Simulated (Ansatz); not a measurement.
`CB([SiH3])BS`, charge 0, multiplicity 1.

(1) Give a relaxed structure at PBE0-D4/def2-TZVP (the Gaussian-basis code of Ansatz). (Estimate.)

Answers

(1) Computed: 
Cartesian coordinates in Å:
```
C 1.4019 -0.4955 -0.8429
B 0.0731 -0.2903 -0.0458
Si 0.1672 0.6790 1.7338
B -1.4121 -0.7784 -0.5668
S -2.4710 0.1810 -1.6250
H 1.4555 0.4006 -1.4850
H 1.4101 -1.3518 -1.5204
H 2.3163 -0.4842 -0.2453
H 1.2405 1.7159 1.7387
H 0.5298 -0.3442 2.7605
H -1.1037 1.3230 2.1654
H -1.9158 -1.8131 -0.2303
H -1.6918 1.2582 -1.8368
```
This is one stationary point; other conformers may exist.
